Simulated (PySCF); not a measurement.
B3LYP has the VWN-RPA correlation part, as in Gaussian. 

**[Hf(F)2(OH)2] (charge 0, multiplicity 1)**

All values below come from B3LYP-D3(BJ)/def2-TZVP // BP86-D3(BJ)/def2-SVP (PySCF).

```json
{
 "HOMO": "-9.25 eV",
 "dipole_moment": "3.44 D",
 "HOMO–LUMO gap": "8.51 eV",
 "LUMO": "-0.74 eV",
 "charge on the central atom (Mulliken)": "1.69 e",
 "total_energy": "-399.8602 Ha",
 "cost": "about 70 core-seconds (a rough figure)"
}
```

```xyz
7

Hf     0.0061     0.1574     0.1754
F     -0.0678     0.7288     2.0192
F     -1.1438    -1.3785    -0.0351
O      1.8109    -0.3548    -0.2666
H      2.7077    -0.5398    -0.5725
O     -0.6375     1.5829    -0.9510
H     -0.8599     2.2760    -1.5851
```
Charge 0, spin multiplicity 1.
